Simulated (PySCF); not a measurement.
C₇H₁₁S (doublet state).
Atom-mapped SMILES: `[H]/[C:1]=[CH:2]\[CH:3]=[CH:4]/[CH2:5][CH2:6][S:7][CH3:8]` (hydrogens: H9 on C1; H10 on C2; H11 on C3; H12 on C4; H13, H14 on C5; H15, H16 on C6; H17, H18, H19 on C8)

Structure used (GFN2-xTB), in Å, numbered top down from 1:
```
atom  x, y, z in Å
C1     3.1804    0.9568   -1.3645
C2     2.1761    0.6349   -0.6044
C3     2.1840   -0.4315    0.4012
C4     1.1761   -0.7522    1.2101
C5    -0.1768   -0.1197    1.2706
C6    -1.2218   -1.0578    0.6680
S7    -2.9150   -0.3932    0.7784
C8    -2.8417    0.8813   -0.5122
H9     4.1873    0.6502   -1.5304
H10    1.2416    1.1765   -0.7010
H11    3.1125   -0.9822    0.4678
H12    1.3144   -1.5771    1.8985
H13   -0.1872    0.8333    0.7417
H14   -0.4414    0.0707    2.3139
H15   -1.0107   -1.2639   -0.3822
H16   -1.2531   -1.9999    1.2150
H17   -2.1681    1.6794   -0.2140
H18   -2.5186    0.4311   -1.4468
H19   -3.8479    1.2728   -0.6165
```

The hyperfine couplings belong to this conformer and change with its torsions.

Level of theory: UKS B3LYP, pcH-1 on C H S, non-relativistic, mean-field spin-orbit, GIAO in PySCF 2.14.0. Isolated species at its GFN2-xTB geometry (one conformer only). A GFN2-xTB geometry isn't a minimum of the functional, and hyperfine couplings can be far from their values at a DFT geometry. Stability of the SCF solution: not tested.

Problem. What is the g tensor, term by term?

Solution. 
```tsv
Δg (ppm)	1	2	3
relativistic mass correction	-149	-149	-149
gauge correction	30	7	-25
orbital Zeeman/spin–orbit	-370	-53	575
total	-488	-195	402
```

So g = 2.00183, 2.00212, 2.00272 and g_iso = 2.00223; the tensor is rhombic: the two nearest values differ by 33 % of g3 − g1. Axes: g1 points within 13° of the C1–H9 bond and g2 points within 7° of the C2–C3 bond.

Problem. At 9.472 GHz, how far is the centre of the isotropic spectrum from where a free electron (g = 2.002319) resonates?

Solution. B = hν/(g μB) with μB/h = 13.99624 MHz/mT gives 337.98 mT for the free electron and 338.00 mT at g_iso, 0.02 mT higher.

Problem. What are the electron Larmor frequencies g μB B/h along the three axes at 1200 mT?

Solution. 33.6217, 33.6267, 33.6367 GHz for g1, g2 and g3, a range of 14.9 MHz.

Problem. In a frozen sample, at which fields do the three g values resonate at 9.5, 34, 94 and 263 GHz (hyperfine left aside), and which band first spreads them over more than twice a line width of 1.0 mT?

Solution. 
```json
{"band": "X", "GHz": "9.5", "B(g3) mT": "338.92", "B(g2) mT": "339.02", "B(g1) mT": "339.07", "spread mT": "0.15"}
{"band": "Q", "GHz": "34.0", "B(g3) mT": "1212.96", "B(g2) mT": "1213.32", "B(g1) mT": "1213.50", "spread mT": "0.54"}
{"band": "W", "GHz": "94.0", "B(g3) mT": "3353.48", "B(g2) mT": "3354.48", "B(g1) mT": "3354.97", "spread mT": "1.49"}
{"band": "J", "GHz": "263.0", "B(g3) mT": "9382.61", "B(g2) mT": "9385.41", "B(g1) mT": "9386.78", "spread mT": "4.17"}
```

The spread grows in proportion to the frequency. J band is the first where it exceeds 2.0 mT.

Largest spin populations (Mulliken): C1 (+1.08), C2 (-0.17) and C3 (+0.10). C1 is the only atom above +0.15. The positive populations add up to 1.24 and the negative ones to -0.24, together 2S = 1.

The HOMO–LUMO gaps are 4.99 eV among the α and 3.76 eV among the β orbitals.
